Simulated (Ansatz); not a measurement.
Gas-phase electronic energies from Ansatz, PBE0-D4/def2-TZVP geometries. CCSD(T)/CBS is the MP2 limit (def2-TZVPP, def2-QZVPP) plus CCSD(T) − MP2 in def2-TZVPP, frozen cores. Functionals use def2-TZVPP. B3LYP here is the variant with VWN-RPA as its local correlation; programs differ in this. One conformer a species, not always the lowest.

Consider the substitution at a C–Si bond: `C#C[SiH2]C(=O)O` + `CBO` → `CBOC(=O)O` + `C#C[SiH3]`.

| level | ΔE (kJ/mol) | difference from CCSD(T)/CBS |
| --- | --- | --- |
| r2SCAN-D4 | 8.0 | -7.1 |
| PBE0-D4 | 8.0 | -7.1 |
| B3LYP-D4 | 12.4 | -2.7 |
| ωB97X-V | 4.5 | -10.6 |
| B2PLYP | 11.7 | -3.4 |
| PBE | 17.0 | 1.9 |
| PBE0 | 6.7 | -8.4 |
| B3LYP | 10.1 | -5.0 |
| HF/def2-TZVPP | -18.2 | -33.3 |
| MP2/def2-TZVPP | 14.2 | -0.9 |
| SCS-MP2/def2-TZVPP | 11.0 | -4.1 |
| CCSD(T)/def2-TZVPP | 10.1 | -5.0 |
| HF/def2-QZVPP | -18.0 | -33.1 |
| MP2/def2-QZVPP | 17.2 | 2.1 |
| HF/CBS(def2) | -17.9 | -33.0 |
| MP2/CBS(def2) | 19.3 | 4.2 |
| CCSD(T)/CBS | 15.1 | 0 |

Largest T1 diagnostic among the species: 0.016.

In def2-TZVPP, CCSD(T) changes the Hartree–Fock value by +28.2 kJ/mol (the triples alone add +3.8 kJ/mol) and MP2 by +32.4 kJ/mol. From PBE to PBE0 (25 % exact exchange), in def2-TZVPP and without D4, ΔE moves by −10.2 kJ/mol.
